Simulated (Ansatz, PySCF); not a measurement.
Species: sum formula H₃B₂O, charge 0, multiplicity 2. It need not be the lowest isomer of its formula. 
Coordinates optimised at B3LYP-D3(BJ)/def2-TZVP (Ansatz, a quantum-chemistry and plane-wave program):
```xyz
6

O     -0.0797    -0.0515     0.0044
B     -1.1709    -0.7681    -0.0015
H     -1.8232    -1.0261     0.9661
B      1.0536     0.6688    -0.1266
H      0.9534     1.8370    -0.3328
H      2.0938     0.0981    -0.0277
```
Charge 0, spin multiplicity 2.

Total electronic energies in hartree. Cores are frozen in the correlated levels unless marked. Open shells are spin-unrestricted. Spin-orbit coupling is left out. Non-relativistic. Basis-set limits of correlation are two-point, X^-3; Hartree-Fock from the larger set. [CCSD(T)-MP2]/basis is that difference in the basis named.

| level | program | energy (Eh) |
|---|---|---|
| HF/cc-pVQZ | Ansatz | -126.03846 |
| RI-HF/aug-cc-pVTZ | Ansatz | -126.03001 |
| M06-L-D4/def2-TZVPD | PySCF + dftd4 | -126.74231 |
| B3LYP-D4/def2-TZVPD | Ansatz + dftd4 | ___ |
| PBE0/def2-TZVPD | Ansatz | -126.59671 |
| PBE0/def2-TZVPD | PySCF | -126.59673 |
| BHLYP-D4/def2-TZVPD | Ansatz + dftd4 | -126.70239 |
| BHLYP/def2-TZVPD | Ansatz | -126.69957 |
| r2SCANh/def2-TZVPD | Ansatz | -126.67707 |
| r2SCAN0-D4/def2-TZVPD | Ansatz + dftd4 | -126.67001 |
| PW6B95/def2-TZVPD | PySCF | -126.91629 |
| MN15/def2-TZVPD | PySCF | -126.62389 |
| HSE06-D4/def2-TZVPD | Ansatz + dftd4 | ___ |
| CAM-B3LYP/def2-TZVPD | Ansatz | ___ |
| wB97X-V/def2-TZVPD | Ansatz | -126.71228 |
| B2PLYP/def2-TZVPD | Ansatz | -126.65229 |
| RPA@PBE/cc-pVTZ | Ansatz | -126.70474 |
| MP2/6-31G* | Ansatz | -126.28571 |
| RI-MP2/cc-pVQZ | Ansatz | -126.47801 |
| RI-MP2/CBS(cc-pVTZ,cc-pVQZ) | Ansatz | -126.5001 |
| CCSD/cc-pVDZ | Ansatz | -126.34151 |
| CCSD(T)/cc-pwCVTZ | Ansatz | -126.48765 |
| RI-MP2/CBS(aug-cc-pVTZ,aug-cc-pVQZ)+[CCSD(T)-MP2]/aug-cc-pVTZ | Ansatz | -126.5420 |

### Question
Some entries are withheld; supply them.

### Answer

- B3LYP-D4/def2-TZVPD, energy (Eh): -126.77593
- HSE06-D4/def2-TZVPD, energy (Eh): -126.59142
- CAM-B3LYP/def2-TZVPD, energy (Eh): -126.69832
